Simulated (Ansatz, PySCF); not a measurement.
Species: GeF2, charge 0, multiplicity 1. 
Geometry from a B3LYP-D3(BJ)/def2-TZVP (Ansatz, a quantum-chemistry and plane-wave program) optimisation:
```
Ge
F 1 1.7583
F 1 1.7583 2 97.40
```

Total electronic energies in hartree. Correlated levels leave the core frozen unless marked. No spin-orbit coupling. The frozen core is the preceding noble-gas configuration, with the filled d and f shells of earlier blocks. Non-relativistic. CBS marks a two-point X^-3 extrapolation of the correlation energy; Hartree-Fock from the larger set.

```json
[
 {"level": "HF/cc-pVQZ", "program": "Ansatz", "energy (Eh)": "-2274.46291"},
 {"level": "RI-HF/cc-pVQZ", "program": "Ansatz", "energy (Eh)": "-2274.46282"},
 {"level": "BLYP-D3(BJ)/def2-TZVPD", "program": "Ansatz + dftd3", "energy (Eh)": "-2276.92890"},
 {"level": "BLYP/def2-TZVPD", "program": "Ansatz", "energy (Eh)": "-2276.92649"},
 {"level": "revPBE/def2-TZVPD", "program": "Ansatz", "energy (Eh)": "___"},
 {"level": "BP86-D3(BJ)/def2-TZVPD", "program": "PySCF + dftd3", "energy (Eh)": "-2277.13364"},
 {"level": "B97M-V/def2-TZVPD", "program": "Ansatz", "energy (Eh)": "-2276.40016"},
 {"level": "PBE0-D4/def2-TZVP", "program": "Ansatz + dftd4", "energy (Eh)": "-2276.40850"},
 {"level": "BHLYP-D4/def2-TZVPD", "program": "Ansatz + dftd4", "energy (Eh)": "-2276.77424"},
 {"level": "BHLYP/def2-TZVPD", "program": "Ansatz", "energy (Eh)": "-2276.77242"},
 {"level": "TPSSh-D3(BJ)/def2-TZVPD", "program": "PySCF + dftd3", "energy (Eh)": "-2276.81855"},
 {"level": "PW6B95-D3(BJ)/def2-TZVPD", "program": "PySCF + dftd3", "energy (Eh)": "-2278.06996"},
 {"level": "PW6B95-D4/def2-TZVPD", "program": "PySCF + dftd4", "energy (Eh)": "-2278.07075"},
 {"level": "M06-2X/def2-TZVPD", "program": "PySCF", "energy (Eh)": "___"},
 {"level": "MN15-D3(BJ)/def2-TZVPD", "program": "PySCF + dftd3", "energy (Eh)": "-2277.01540"},
 {"level": "HSE06-D4/def2-TZVPD", "program": "Ansatz + dftd4", "energy (Eh)": "___"},
 {"level": "LC-wPBE-D3(BJ)/def2-TZVPD", "program": "Ansatz + dftd3", "energy (Eh)": "-2276.47605"},
 {"level": "LC-wPBE/def2-TZVPD", "program": "Ansatz", "energy (Eh)": "-2276.47502"},
 {"level": "RI-MP2/cc-pVQZ", "program": "Ansatz", "energy (Eh)": "-2275.12121"},
 {"level": "CCSD/6-31G*", "program": "Ansatz", "energy (Eh)": "-2274.46159"},
 {"level": "CCSD/cc-pVDZ", "program": "Ansatz", "energy (Eh)": "-2274.75281"},
 {"level": "CCSD(T)/cc-pVTZ", "program": "Ansatz", "energy (Eh)": "-2275.06446"},
 {"level": "CCSD(T)/CBS(cc-pVTZ,cc-pVQZ)", "program": "Ansatz", "energy (Eh)": "-2275.1824"}
]
```

Task: Some entries are withheld; supply them.

Result: 
- revPBE/def2-TZVPD, energy (Eh): -2276.64052
- M06-2X/def2-TZVPD, energy (Eh): -2276.80451
- HSE06-D4/def2-TZVPD, energy (Eh): -2276.40424
